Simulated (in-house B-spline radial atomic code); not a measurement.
RPA and G0W0 on Hartree-Fock: Sc6+

Configuration [Ne] 3s2 3p3, highest spin, mean-field start Hartree-Fock. Computed with a B-spline radial code for spherical atoms: all electrons, scalar-relativistic (spin-free one-electron X2C), finite nucleus, each spin shell either full or empty, empty states to l = 9 with an (l + 1/2)⁻⁴ tail; G0W0 by contour deformation at full frequency.

Command:
```bash
python run_gw.py task.json out
```
Settings (radii: box in bohr, nucleus in fm):
```
Z                        21
electrons                15
configuration            [Ne] 3s2 3p3
hamiltonian              x2c
method                   hf
lmax                     9
rms_radius               3.5459
spin_polarised           True
box_radius               9.29
intervals                68
```

Run time, properties included: 1.9 s on 1 thread of Arm Neoverse V1, with other jobs on the host.

Energies (hartree):

```json
{"term": "mean-field total", "value": "-751.78087"}
{"term": "Hartree-Fock functional on these orbitals", "value": "-751.78087"}
{"term": "direct second order", "value": "-0.94643"}
{"term": "second-order exchange", "value": "0.34352"}
{"term": "SOSEX correction", "value": "0.32205"}
```

Task: What is the RPA correlation energy, and what remains with SOSEX?

Result: RPA gives -0.86652 hartree (-1.57 eV per electron); RPA + SOSEX gives -0.54447, and the second-order doubles (MP2) -0.60291 hartree. RPA lacks exchange-type terms and so overcorrelates at short range.

Quasi-particle levels (eV):

```csv
level,occupied,mean field,Σx - vxc,Σc,QP weight,G0W0
3p up,yes,-136.94,0.00,?,?,?
3s down,yes,-150.07,0.00,-2.76,0.975,-152.83
3s up,yes,-166.63,0.00,4.46,0.866,-162.17
2p down,yes,-531.96,0.00,4.96,0.912,-526.99
3p down,no,-108.36,0.00,-2.69,0.974,-111.05
```

G0W0 = mean field + (Σx - vxc) + Σc, with Σc (partial-wave tail included) taken at the quasi-particle energy. Only the outer levels were computed.

Task: Where does G0W0 put 3p up?

Result: At -137.45 eV, with Σc = -0.51 eV and a quasi-particle weight of 0.974. The tabulated removal energy is 137.99 ± 0.25 eV (NIST, semi-empirical); the calculation leaves out spin-orbit coupling, Breit and QED terms, and what these don't explain is the method's own error.
